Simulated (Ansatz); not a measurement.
Two members of one family (Same ligands, another metal), computed with Ansatz in the gas phase; def2 core potentials for Mo, no spin–orbit coupling. The two geometries come from different levels. Binding counts from free atoms in the multiplicity of their measured ground term, without zero-point energy. A dash marks a value that wasn't run or was left out as unsound. The structures are stationary points that may keep the symmetry of their start. Remarks come from the PBE and PBE0 runs and from stability tests at other levels; not every state was tested. HOMO above LUMO (over both spins in singlets and doublets, within one spin in higher multiplets; at PBE or PBE0), or a gap under 0.15 eV within one spin, warns that the state may not be the lowest or that an electron is smeared out.

First: MoNF3 (singlet, charge 0, PBE-D4/def2-SVP geometry).

```xyz
5

Mo   -0.0270   -0.0011    0.0347
N     0.9849    0.0490   -1.2563
F     1.0430    0.4049    1.4921
F    -0.6844   -1.7338    0.0529
F    -1.3165    1.2809   -0.3235
```

```
              level  HOMO (eV)  LUMO (eV)  gap (eV)  vertical IE (eV)  vertical triplet (eV)  binding per atom (eV)
    PBE-D4/def2-SVP      -8.18      -4.09      4.09                 –                      –                   4.80
   PBE-D4/def2-TZVP      -8.31      -4.20      4.11             11.95                   3.96                   4.67
r2SCAN-D4/def2-TZVP      -8.72      -4.20      4.52             12.06                   3.78                   4.30
   B97M-V/def2-TZVP      -8.77      -4.17      4.60                 –                      –                   4.25
  LC-ωPBE/def2-TZVP     -12.81      -0.98     11.83                 –                      –                   4.17
```

Metal–donor distances: 1 × N 1.64 Å, 3 × F 1.85 Å. Remarks: restricted SCF unstable in HF.

Second: CrNF3 (singlet, charge 0, PBE0-D4/def2-SVP geometry).

```xyz
5

Cr    0.0088    0.0088    0.0084
N    -0.8625   -0.8348   -0.8366
F     0.0781    1.5158   -0.7501
F     1.5089   -0.7665    0.0536
F    -0.7333    0.0768    1.5247
```

Problem. What does the change do? Estimate second minus first.

Solution. 
```
              level  Δ HOMO (eV)  Δ LUMO (eV)  Δ gap (eV)  Δ vertical IE (eV)  Δ vertical triplet (eV)  Δ binding per atom (eV)
    PBE-D4/def2-SVP        -0.57        -1.33       -0.76                   –                        –                    -0.68
   PBE-D4/def2-TZVP        -0.60        -1.32       -0.72                0.71                    -0.80                    -0.64
r2SCAN-D4/def2-TZVP        -0.61        -1.44       -0.83                0.82                    -0.93                    -0.67
   B97M-V/def2-TZVP        -0.62        -1.49       -0.87                   –                        –                    -0.78
  LC-ωPBE/def2-TZVP        -0.83        -1.21       -0.38                   –                        –                    -0.81
```

Metal–donor distances: 1 × N 1.48 Å, 3 × F 1.69 Å. Remarks: restricted SCF unstable in HF, gap within one spin near zero at PBE or PBE0 (+1 doublet).
